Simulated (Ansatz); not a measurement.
`C[N]=[Mo]([CH3])(=[O])[F]`, 12 atoms. Total charge 0; spin multiplicity 1. Correlated methods include outer-core shells of Mo, which these sets cover unevenly. Mo takes the def2 core potential. All runs use 4 threads of an Arm Neoverse V2 on a shared host. Correlated methods freeze the cores.

Give the basis size and wall time and peak host memory of each of these runs in Ansatz. RKS PBE0-D4/def2-QZVPP energy; RHF-CCSD(T)/def2-SVP energy; RHF-MP2/def2-QZVPP energy; RKS PBE0-D4/def2-SVP energy; RHF-MP2/def2-TZVPP energy; RKS ωB97M-V/def2-QZVPP energy; RKS PBE0-D4/def2-TZVP frequencies; RKS SPW92 (LDA)/def2-TZVPP energy; RKS ωB97M-V/def2-SVP energy; direct RPA on PBE orbitals/def2-TZVPP energy; RKS PBE0-D4/def2-TZVP relaxation (10 steps); RKS LC-ωPBE/def2-TZVPP energy. (Best estimate.)

The calculation gave: Other jobs shared the machine, so times are rough.

```tsv
level	job	functions	wall time	peak host memory (GiB)
RKS SPW92 (LDA)/def2-TZVPP	energy	295	2 s	0.4
RKS PBE0-D4/def2-SVP	energy	131	2 s	0.5
RKS LC-ωPBE/def2-TZVPP	energy	295	4.6 s	0.61
RKS ωB97M-V/def2-SVP	energy	131	8 s	0.5
RHF-MP2/def2-TZVPP	energy	295	9 s	0.86
RKS PBE0-D4/def2-QZVPP	energy	546	14 s	2.1
direct RPA on PBE orbitals/def2-TZVPP	energy	295	14 s	0.93
RKS ωB97M-V/def2-QZVPP	energy	546	35 s	2.6
RHF-CCSD(T)/def2-SVP	energy	131	40 s	1.1
RHF-MP2/def2-QZVPP	energy	546	48 s	3.9
RKS PBE0-D4/def2-TZVP	relaxation (10 steps)	231	60 s	0.67
RKS PBE0-D4/def2-TZVP	frequencies	231	4.8 min	0.68
```

LC-ωPBE has ω = 0.4 bohr⁻¹.
